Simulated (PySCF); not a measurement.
Molecule: SMILES S(CC(C)C)[SiH3], C$_{4}$H$_{12}$SSi.

Geometry:
| atom | x (Å) | y (Å) | z (Å) |
| --- | --- | --- | --- |
| C1 | -0.751 | 1.433 | -0.557 |
| C2 | -1.266 | 0.075 | -0.104 |
| C3 | -2.408 | -0.414 | -0.990 |
| C4 | -0.167 | -0.985 | -0.066 |
| S5 | 1.186 | -0.646 | 1.127 |
| Si6 | 2.743 | 0.051 | -0.162 |
| H7 | -1.560 | 2.179 | -0.564 |
| H8 | 0.042 | 1.799 | 0.110 |
| H9 | -0.339 | 1.378 | -1.580 |
| H10 | -1.650 | 0.182 | 0.927 |
| H11 | -2.075 | -0.527 | -2.035 |
| H12 | -3.245 | 0.301 | -0.984 |
| H13 | -2.796 | -1.388 | -0.655 |
| H14 | -0.587 | -1.953 | 0.247 |
| H15 | 0.260 | -1.138 | -1.072 |
| H16 | 3.973 | 0.089 | 0.681 |
| H17 | 2.492 | 1.413 | -0.725 |
| H18 | 2.926 | -0.895 | -1.306 |

Geometry PBE0-D3(BJ)/def2-SVP throughout; GIAO in PySCF, gas phase, one conformer, non-relativistic; equivalent atoms averaged; basis pcSseg-1.

Task: How do the absolute shieldings σ depend on the functional? (ppm; last column core-seconds on shared hosts with different chips, so compare them loosely)

Result: 
```
functional                    kind     C4     C2  C1/C3     S5    Si6  H16/H17/H18  H14/H15    H10  H7/H8/H9/H11/H12/H13  core-s
        HF            Hartree–Fock  154.0  161.3  168.8  744.2  434.9        27.46    29.84  30.52                 30.74     8.7
       LDA                     LDA  130.8  143.0  156.8  654.7  363.1        25.83    28.55  29.17                 29.86      20
       PBE                     GGA  132.7  142.4  156.1  659.5  379.6        26.42    28.96  29.60                 30.21      26
      BLYP                     GGA  126.6  135.8  150.6  633.0  369.2        26.71    29.12  29.79                 30.36      26
      BP86                     GGA  132.4  142.1  155.7  656.3  377.7        26.49    29.02  29.69                 30.27      24
      OPBE                     GGA  141.8  150.6  162.5  688.6  402.8        26.54    28.99  29.61                 30.27      26
       KT2                     GGA  136.9  145.2  159.7  678.5  405.9        26.45    28.93  29.61                 30.19      34
       KT3                     GGA  137.5  144.9  159.0  674.7  409.8        26.80    29.10  29.74                 30.34      34
     B97-D                     GGA  132.7  141.7  155.2  655.1  389.6        26.82    29.15  29.83                 30.39      33
     B3LYP           global hybrid  133.1  142.2  155.2  659.5  381.5        26.84    29.24  29.90                 30.40      22
      PBE0           global hybrid  140.2  149.6  161.1  689.8  394.6        26.64    29.15  29.79                 30.31      25
  mPW1PW91           global hybrid  139.7  148.9  160.3  686.6  392.5        26.74    29.20  29.86                 30.36      21
      WP04           global hybrid  127.2  135.0  148.7  622.5  376.6        27.62    29.48  30.12                 30.61      21
     B97-2           global hybrid  139.9  148.7  160.4  685.6  399.0        26.85    29.24  29.89                 30.40      20
 BHandHLYP           global hybrid  141.4  149.9  160.7  692.6  400.5        27.06    29.43  30.08                 30.49      20
 CAM-B3LYP  range-separated hybrid  138.7  147.4  159.0  677.3  387.3        26.84    29.30  29.90                 30.37      28
   wB97X-D  range-separated hybrid  141.7  150.5  161.2  690.5  394.6        26.82    29.35  29.98                 30.42      27
   LC-wPBE  range-separated hybrid  149.2  157.5  166.3  712.7  400.8        26.88    29.41  29.97                 30.40      38
```

Task: Which nucleus moves most, in ppm?

Result: S5 (sulfur bonded to C, Si): from 622.5 ppm with WP04 to 744.2 ppm with HF. The smallest spread is 0.89 ppm, at H7/H8/H9/H11/H12/H13. Proton shifts span only some 12 ppm, so a few tenths of a ppm matter as much there as several ppm in carbon.
